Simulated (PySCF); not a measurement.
PySCF job for C5H7F, SMILES C=C(C)C(=C)F, PBE-D3(BJ)/def2-SVP. Coordinates come from a PBE-D3(BJ)/def2-SVP optimisation. Other conformers were not sampled.

```python
import numpy as np
from pyscf import gto, scf, dft, df
from pyscf.hessian import thermo

mol = gto.M(
    atom='''
    C     1.38583681   -1.21296558    0.00000000
    C     0.12690948   -0.71253422   -0.00000000
    C    -1.09602630   -1.59353976   -0.00000000
    C    -0.08353695    0.74392452    0.00000000
    C    -1.26373061    1.39810740   -0.00000000
    F     1.05899440    1.47091139    0.00000000
    H     2.26149516   -0.54915975   -0.00000000
    H     1.56008029   -2.29948353   -0.00000000
    H    -1.72967771   -1.40458539   -0.89167254
    H    -1.72967772   -1.40458539    0.89167256
    H    -0.81154776   -2.66227437    0.00000000
    H    -2.21172884    0.84766076    0.00000000
    H    -1.28660759    2.49627103   -0.00000001
    ''',
    basis='def2-SVP',
    charge=0,
    spin=0,
    max_memory=1600,
    verbose=3,
)
mf = dft.RKS(mol, xc='pbe').density_fit(auxbasis='def2-universal-jkfit')
mf.disp = 'd3bj'
mf.grids.level = 3
mf.conv_tol = 1e-11
mf.max_cycle = 100
mf.kernel()

# analytic Hessian; the response equations are solved on a coarser grid
h, args, fine = mf.Hessian(), (mf.mo_energy, mf.mo_coeff, mf.mo_occ), mf.grids
h.max_memory = max(150, 2.5e-5 * df.make_auxmol(mol, mf.with_df.auxbasis).nao * mol.nelec[0] * (mol.nelec[0] + mol.nao))  # MB; small integral blocks
h1ao = h.make_h1(mf.mo_coeff, mf.mo_occ)
mf.grids = dft.Grids(mol).set(level=1).build(with_non0tab=True)
mo1, mo_e1 = h.solve_mo1(*args, h1ao)
mf.grids = fine
hess = h.hess_elec(*args, mo1, mo_e1, h1ao) + h.hess_nuc()
if mf.do_disp():
    hess += h.get_dispersion()
for i in range(mol.natm):  # the analytic DFT Hessian lacks the response of the grid: restore translational invariance
    hess[i, i] -= hess[i].sum(axis=0)
hess = (hess + hess.transpose(1, 0, 3, 2)) / 2
vib = thermo.harmonic_analysis(mol, hess, imaginary_freq=False)
thermo.dump_normal_mode(mol, vib)
th = thermo.thermo(mf, vib['freq_au'][vib['freq_au'] > 0], 298.15, 101325)
thermo.dump_thermo(mol, th)
g0 = mf.nuc_grad_method().set(verbose=0).kernel()

# dipole derivatives [dipole axis, atom, xyz] from the same response
r, irp = mol.intor('int1e_r'), mol.intor('int1e_irp').reshape(3, 3, mol.nao, mol.nao)
sl, dm0, ok = mol.aoslice_by_atom(), np.array(mf.make_rdm1()), []
dmu = np.einsum('a,xt->xat', mol.atom_charges(), np.eye(3))
for a, (_, _, p0, p1) in enumerate(sl):
    dmu[:, a] += 2 * np.einsum('xtij,ij->xt', irp[:, :, :, p0:p1], dm0.reshape(-1, mol.nao, mol.nao).sum(0)[:, p0:p1])
    for u, c, occ, f in [(mo1, mf.mo_coeff, mf.mo_occ, 4)]:
        dmu[:, a] -= f * np.einsum('tui,xuv,vi->xt', u[a], r, c[:, occ > 0], optimize=True)
L = vib['norm_mode']
ir = 974.8801 * (np.einsum('xat,kat->kx', dmu, L) ** 2).sum(1)       # km/mol
apt = np.einsum('xax->a', dmu) / 3
print('mode   freq/cm-1   IR/(km/mol)')
for k, w in enumerate(vib['freq_wavenumber']):
    print(f'{k + 1:4d} {w:11.2f} {ir[k]:13.3f}')
print('max |gradient| / (hartree/bohr):', abs(g0).max())
print('APT charges:', apt.round(4))
```

Output:

```
[...]
      11   H                 0.00 -0.00  0.01   -0.39  0.39 -0.00   -0.06  0.07  0.00
      12   H                -0.00  0.00  0.02    0.38 -0.06 -0.00    0.16 -0.03 -0.00
Mode                                15                  16                  17
Irrep
Freq [cm^-1]                      974.0974           1016.5625           1165.1676
Reduced mass [au]                   1.3839              1.5130              2.8656
Force const [Dyne/A]                0.7737              0.9212              2.2921
Char temp [K]                    1401.5093           1462.6071           1676.4168
Normal mode                   x     y     z       x     y     z       x     y     z
       0   C                 0.05 -0.06  0.00    0.00 -0.00 -0.02    0.02  0.06  0.00
       1   C                 0.03  0.02 -0.00    0.00  0.00  0.11   -0.04 -0.12  0.00
       2   C                -0.09  0.09  0.00   -0.00  0.00 -0.13    0.01  0.07 -0.00
       3   C                 0.00  0.01  0.00    0.00  0.00 -0.02   -0.07 -0.13 -0.00
       4   C                -0.01  0.00 -0.00   -0.00 -0.00  0.00    0.00  0.06 -0.00
       5   F                -0.01 -0.02 -0.00   -0.00 -0.00  0.00    0.05  0.05  0.00
       6   H                -0.06  0.09  0.00   -0.00  0.00 -0.13    0.13 -0.10 -0.00
       7   H                 0.31 -0.03 -0.00    0.00 -0.00  0.14   -0.28  0.01  0.00
       8   H                -0.13 -0.36 -0.06   -0.44 -0.22  0.14    0.06 -0.04 -0.06
       9   H                -0.13 -0.36  0.06    0.44  0.22  0.14    0.06 -0.04  0.06
      10   H                 0.48  0.23 -0.00    0.00  0.00  0.27    0.25  0.14 -0.00
      11   H                -0.02  0.02  0.00   -0.00  0.00 -0.03    0.06 -0.06 -0.00
      12   H                 0.02  0.00 -0.00    0.00  0.00  0.02   -0.27  0.05 -0.00
Mode                                18                  19                  20
Irrep
Freq [cm^-1]                     1317.9428           1337.7362           1366.3495
Reduced mass [au]                   1.4343              1.1607              1.4060
Force const [Dyne/A]                1.4679              1.2238              1.5466
Char temp [K]                    1896.2262           1924.7045           1965.8727
Normal mode                   x     y     z       x     y     z       x     y     z
       0   C                 0.00 -0.02 -0.00    0.00 -0.00  0.00    0.01 -0.02  0.00
       1   C                 0.05  0.06 -0.00   -0.03  0.00  0.00    0.10  0.05  0.00
       2   C                 0.05  0.04 -0.00   -0.04 -0.02  0.00   -0.09 -0.05  0.00
       3   C                -0.09 -0.07  0.00   -0.08  0.03 -0.00   -0.01 -0.03 -0.00
       4   C                 0.00  0.03  0.00   -0.02  0.01 -0.00    0.00  0.01 -0.00
       5   F                 0.03  0.02  0.00    0.02  0.01  0.00    0.00 -0.00  0.00
       6   H                -0.18  0.21  0.00    0.13 -0.16 -0.00   -0.33  0.41 -0.00
       7   H                -0.15 -0.04 -0.00    0.21  0.02  0.00   -0.40 -0.08  0.00
       8   H                -0.22 -0.24  0.13    0.19  0.14 -0.12    0.25  0.09 -0.20
       9   H                -0.22 -0.24 -0.13    0.19  0.14  0.12    0.25  0.09  0.20
      10   H                -0.38 -0.09  0.00    0.18  0.04 -0.00    0.14  0.01 -0.00
      11   H                 0.20 -0.30 -0.00    0.28 -0.48  0.00    0.00  0.00  0.00
      12   H                 0.20  0.02  0.00    0.53  0.01 -0.00   -0.05  0.01 -0.00
Mode                                21                  22                  23
Irrep
Freq [cm^-1]                     1373.5242           1400.0726           1418.2174
Reduced mass [au]                   2.4421              1.0402              1.0848
Force const [Dyne/A]                2.7145              1.2014              1.2855
Char temp [K]                    1976.1955           2014.3927           2040.4990
Normal mode                   x     y     z       x     y     z       x     y     z
       0   C                 0.02  0.03  0.00   -0.00  0.00 -0.00    0.04 -0.01 -0.00
       1   C                -0.01 -0.15  0.00   -0.00  0.00  0.02    0.00 -0.04  0.00
       2   C                 0.02  0.06  0.00    0.00  0.00  0.05    0.01 -0.04  0.00
       3   C                 0.05  0.14 -0.00   -0.00 -0.00 -0.00    0.00  0.04 -0.00
       4   C                -0.03 -0.02 -0.00    0.00  0.00 -0.00   -0.01 -0.00  0.00
       5   F                -0.02 -0.02  0.00    0.00  0.00 -0.00   -0.00 -0.00 -0.00
       6   H                -0.07  0.13 -0.00    0.00 -0.00 -0.00   -0.10  0.17 -0.00
       7   H                -0.36 -0.03  0.00    0.00  0.00 -0.01   -0.25 -0.05 -0.00
       8   H                 0.08 -0.20 -0.09   -0.04 -0.49 -0.05   -0.34  0.29  0.31
       9   H                 0.08 -0.20  0.09    0.04  0.49 -0.05   -0.34  0.29 -0.31
      10   H                -0.14  0.01 -0.00   -0.00 -0.00 -0.69    0.43  0.09 -0.00
      11   H                 0.01 -0.08  0.00   -0.00  0.00  0.01    0.04 -0.09  0.00
      12   H                 0.26 -0.01 -0.00   -0.00 -0.00 -0.00    0.12  0.00  0.00
Mode                                24                  25                  26
Irrep
Freq [cm^-1]                     1629.9633           1672.1707           2969.7587
Reduced mass [au]                   5.6456              6.6279              1.0385
Force const [Dyne/A]                8.8373             10.9191              5.3962
Char temp [K]                    2345.1542           2405.8813           4272.8215
Normal mode                   x     y     z       x     y     z       x     y     z
       0   C                -0.13  0.06 -0.00   -0.09  0.03 -0.00    0.00  0.00 -0.00
       1   C                 0.15 -0.04  0.00    0.13 -0.06 -0.00    0.00  0.00  0.00
       2   C                -0.02 -0.01  0.00   -0.02  0.00  0.00   -0.05 -0.02  0.00
       3   C                 0.11 -0.06  0.00   -0.15  0.09 -0.00   -0.00  0.00  0.00
       4   C                -0.10  0.06  0.00    0.11 -0.06  0.00    0.00  0.00  0.00
       5   F                -0.01 -0.00 -0.00    0.01  0.00 -0.00    0.00 -0.00  0.00
       6   H                 0.01 -0.16 -0.00    0.00 -0.12 -0.00    0.00  0.01 -0.00
       7   H                 0.11  0.12 -0.00    0.08  0.07 -0.00    0.00 -0.01 -0.00
       8   H                -0.06 -0.01  0.03   -0.04 -0.01  0.01    0.35 -0.11  0.51
       9   H                -0.06 -0.01 -0.03   -0.04 -0.01 -0.01    0.35 -0.11 -0.51
      10   H                 0.05  0.01 -0.00    0.07  0.02 -0.00   -0.12  0.41  0.00
      11   H                 0.00 -0.14  0.00    0.02  0.15 -0.00   -0.00 -0.00  0.00
      12   H                 0.10  0.09  0.00   -0.11 -0.09 -0.00    0.00 -0.00  0.00
Mode                                27                  28                  29
Irrep
Freq [cm^-1]                     3043.1211           3084.5358           3092.1865
Reduced mass [au]                   1.1015              1.1025              1.0607
Force const [Dyne/A]                6.0097              6.1805              5.9754
Char temp [K]                    4378.3738           4437.9603           4448.9680
Normal mode                   x     y     z       x     y     z       x     y     z
       0   C                -0.00  0.00 -0.00    0.00 -0.00 -0.00    0.06 -0.03  0.00
       1   C                 0.00  0.00 -0.00   -0.00  0.00 -0.00   -0.01  0.00  0.00
       2   C                -0.00 -0.00 -0.09   -0.04  0.08 -0.00    0.00 -0.01  0.00
       3   C                -0.00  0.00  0.00   -0.00 -0.00  0.00    0.00  0.00 -0.00
       4   C                -0.00 -0.00  0.00    0.00  0.00  0.00    0.00 -0.00 -0.00
       5   F                -0.00 -0.00 -0.00    0.00  0.00  0.00   -0.00  0.00 -0.00
       6   H                 0.00  0.00  0.00   -0.03 -0.02 -0.00   -0.48 -0.38  0.00
       7   H                 0.00 -0.00 -0.00   -0.01  0.06 -0.00   -0.11  0.74  0.00
       8   H                 0.39 -0.12  0.53    0.16 -0.04  0.24   -0.01  0.00 -0.01
       9   H                -0.39  0.12  0.53    0.16 -0.04 -0.24   -0.01  0.00  0.01
      10   H                -0.00  0.00 -0.02    0.23 -0.82 -0.00   -0.02  0.06  0.00
      11   H                 0.00  0.00 -0.00   -0.01 -0.01 -0.00   -0.00  0.00  0.00
      12   H                 0.00 -0.00  0.00    0.00  0.00  0.00    0.00 -0.00 -0.00
Mode                                30                  31                  32
Irrep
Freq [cm^-1]                     3119.2085           3197.9955           3226.8869
Reduced mass [au]                   1.0615              1.1174              1.1184
Force const [Dyne/A]                6.0848              6.7331              6.8616
Char temp [K]                    4487.8465           4601.2035           4642.7718
Normal mode                   x     y     z       x     y     z       x     y     z
       0   C                 0.00  0.00  0.00   -0.04 -0.08  0.00   -0.00 -0.00 -0.00
       1   C                 0.00  0.00  0.00    0.00 -0.00  0.00   -0.00  0.00 -0.00
       2   C                 0.00 -0.00  0.00    0.00 -0.00  0.00   -0.00  0.00 -0.00
       3   C                -0.01  0.00  0.00   -0.00  0.00 -0.00   -0.00 -0.00  0.00
       4   C                 0.05 -0.04  0.00    0.00  0.00 -0.00   -0.05 -0.08  0.00
       5   F                -0.00 -0.00 -0.00    0.00 -0.00 -0.00    0.00  0.00 -0.00
       6   H                -0.00 -0.00  0.00    0.58  0.44 -0.00    0.00  0.00 -0.00
       7   H                 0.00 -0.00  0.00   -0.10  0.59  0.00   -0.00  0.01 -0.00
       8   H                -0.00  0.00 -0.00   -0.00  0.00 -0.00    0.00 -0.00  0.00
       9   H                -0.00  0.00  0.00   -0.00  0.00  0.00    0.00 -0.00 -0.00
      10   H                -0.00  0.01  0.00    0.00  0.01  0.00    0.00 -0.00 -0.00
      11   H                -0.53 -0.32  0.00   -0.01 -0.00  0.00    0.63  0.36 -0.00
      12   H                -0.01  0.74 -0.00    0.00 -0.00  0.00   -0.02  0.60 -0.00
temperature 298.1500 [K]
pressure 101325.00 [Pa]
Rotational constants [GHz] 5.04589 3.35322 2.04057
Symmetry number 1
Zero-point energy (ZPE) 0.10256 [Eh]   269269.726 [J/mol]
                           tot       elec      trans        rot        vib
Entropy [J/mol/K]       330.449      0.000    164.315    111.438     54.695
Cv [J/mol/K]            101.933      0.000     12.472     12.472     76.990
Cp [J/mol/K]            110.247      0.000     20.786     12.472     76.990
Internal energy [J/mol]                      3718.434   3718.434 279166.023
Internal energy [Eh]   -293.87129  -293.98045
Enthalpy [J/mol]                             6197.391   3718.434 279166.023
Enthalpy [Eh]          -293.87035
Gibbs free energy [J/mol]                  -42793.101 -29506.928 262858.591
Gibbs free energy [Eh] -293.90787
mode   freq/cm-1   IR/(km/mol)
   1       98.16         0.325
   2      203.73         0.576
   3      272.52         0.106
   4      337.18         3.112
   5      382.60         0.646
   6      454.38         1.058
   7      513.39         5.193
   8      591.34         1.382
   9      697.89         0.111
  10      752.16         0.469
  11      754.42         2.432
  12      815.05        53.176
  13      888.72        30.153
  14      922.71        21.360
  15      928.63         0.273
  16      974.10         3.568
  17     1016.56         0.638
  18     1165.17        47.535
  19     1317.94        27.684
  20     1337.74         5.458
  21     1366.35         2.094
  22     1373.52        12.894
  23     1400.07         9.250
  24     1418.22        12.034
  25     1629.96        57.213
  26     1672.17        23.165
  27     2969.76        13.205
  28     3043.12         8.112
  29     3084.54         8.170
  30     3092.19         2.475
  31     3119.21         1.281
  32     3198.00         1.871
  33     3226.89         0.304
max |gradient| / (hartree/bohr): 0.0002581422714511578
APT charges: [-0.15    0.0736  0.0027  0.557  -0.2814 -0.4583  0.0651  0.0358  0.0019
  0.0019  0.0123  0.068   0.0715]
```

The calculation finished and met its thresholds.

Cost: around 4 core-minutes (rough).
